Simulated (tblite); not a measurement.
Compound: C₃H₁₁ClSeSi₃.
Numbering: `[CH2:1]=[C:2]([CH3:3])[Se:4][Si@@H:5]([Cl:6])[SiH2:7][SiH3:8]` (hydrogens: H9, H10 on C1; H11, H12, H13 on C3; H14 on Si5; H15, H16 on Si7; H17, H18, H19 on Si8)

Geometry (GFN2-xTB, Å), atoms numbered from 1 in this order:
```
atom  x, y, z in Å
C1     1.6841    1.6879    0.0739
C2     1.7765    0.4405    0.5008
C3     2.5959   -0.6257   -0.1454
Se4    0.8533   -0.0840    2.1281
Si5   -0.5831   -1.6015    1.1492
Cl6   -2.0368   -1.8743    2.5494
Si7   -1.5333   -0.7220   -0.7963
Si8   -2.7563    1.2275   -0.4643
H9     1.0893    2.4223    0.5898
H10    2.2094    2.0202   -0.8071
H11    3.1191   -0.2327   -1.0144
H12    3.3277   -1.0111    0.5642
H13    1.9637   -1.4570   -0.4580
H14    0.1406   -2.8807    1.1399
H15   -2.3232   -1.8095   -1.3937
H16   -0.4313   -0.5262   -1.7533
H17   -1.9020    2.2997    0.0502
H18   -3.3602    1.7107   -1.7087
H19   -3.8431    1.0253    0.4949
```

Calculated harmonic vibrations of the isolated species, GFN2-xTB (tblite), most abundant isotopes, no scaling. The method is semi-empirical: single wavenumbers can be off by several per cent or more. Modes of hydrogen on silicon can be 10 to 20 % off. One conformer, not necessarily the lowest. The optimisation stopped once no atom felt more than 0.01 eV/Å.

Lowest wavenumbers of the output (negative numbers stand for imaginary wavenumbers):
```
mode    cm-1
  1     -30.0
  2      25.5
  3      27.9
  4      38.0
  5      54.9
  6      76.7
  7      96.8
  8     119.8
```

Question: Is this structure a minimum?

Answer: Not by this Hessian. 1 mode is imaginary beyond 20i (30i cm⁻¹), so at this level the point lies at or near a first-order saddle. The curvature is small, so loose convergence or finite differences may be the whole cause.

Question: Which atoms move in the imaginary mode?

Answer: 30i: H17 (Si–H hydrogen) 35 %, H19 (Si–H hydrogen) 32 %, H18 (Si–H hydrogen) 32 %. These are shares of the mass-weighted motion.

Question: What is the remedy?

Answer: Step along that mode in both directions, optimise again with tighter thresholds and repeat the frequencies. The zero-point energy of this point (74.8 kcal/mol) counts the 50 real modes alone, and thermal corrections from it aren't those of a minimum.
